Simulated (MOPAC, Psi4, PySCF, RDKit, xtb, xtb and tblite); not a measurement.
Two geometries of SMILES N[SiH2]c1ccco1 (C4H7NOSi), relaxed at GFN2-xTB with one dihedral held; other torsions can differ between them too.

Structure A

```
14

N     -2.4212    -0.2399     0.4140
Si    -1.6392     0.7092    -0.7882
C     -0.8379    -0.4144    -2.0614
C     -1.0472    -1.7172    -2.4290
C     -0.1298    -2.0067    -3.4632
C      0.5768    -0.8593    -3.6566
O      0.1594     0.1006    -2.8209
H     -3.4081    -0.1637     0.5810
H     -2.0853    -1.1575     0.6500
H     -0.5799     1.5142    -0.1693
H     -2.6582     1.5560    -1.4152
H     -1.7720    -2.3853    -2.0088
H     -0.0110    -2.9333    -3.9873
H      1.3720    -0.6137    -4.3333
```

Structure B

```
14

N     -2.6040    -0.0640     0.3579
Si    -1.5293     0.5262    -0.8366
C     -2.5010     1.8258    -1.7699
C     -3.8244     2.1675    -1.8391
C     -3.9264     3.2379    -2.7555
C     -2.6568     3.4746    -3.1846
O     -1.7954     2.6314    -2.5990
H     -3.5444     0.2617     0.4781
H     -2.3797    -0.8285     0.9666
H     -1.1092    -0.5443    -1.7542
H     -0.3418     1.1429    -0.2300
H     -4.6301     1.7086    -1.3022
H     -4.8151     3.7570    -3.0528
H     -2.2557     4.1885    -3.8773
```

Q: Which is lower in energy at the level PBE0-D3(BJ)/def2-SVP // GFN2-xTB in Psi4 1.11, and by how much?

A: A is lower, by 1.28 kcal/mol (dihedral H8–N1–Si2–C3: -120° in A, 0° in B).

E(B) − E(A) in kcal/mol at the other levels, on the same two geometries: GFN2-xTB (xtb and tblite) -0.62; MMFF94 // GFN2-xTB (RDKit) 2.01; PBE0/def2-SVP // GFN2-xTB (Psi4) 1.32; PBE/def2-SVP // GFN2-xTB (Psi4) 1.53; PBE-D3(BJ)/def2-SVP // GFN2-xTB (Psi4) 1.47; UFF // GFN2-xTB (RDKit) 4.25; AM1, restricted, heats of formation // GFN2-xTB (MOPAC) -0.36; PM7, restricted, heats of formation // GFN2-xTB (MOPAC) 1.84; GFN1-xTB // GFN2-xTB (xtb) -1.62; restricted B3LYP/6-31G*, spherical d, density fitting // GFN2-xTB (PySCF) 1.40; restricted M06-2X/6-31G*, spherical d, density fitting // GFN2-xTB (PySCF) 1.20; restricted LDA (SVWN5)/6-31G*, spherical d, density fitting // GFN2-xTB (PySCF) 1.34; restricted Hartree-Fock/6-31G*, spherical d, density fitting // GFN2-xTB (PySCF) 1.10.
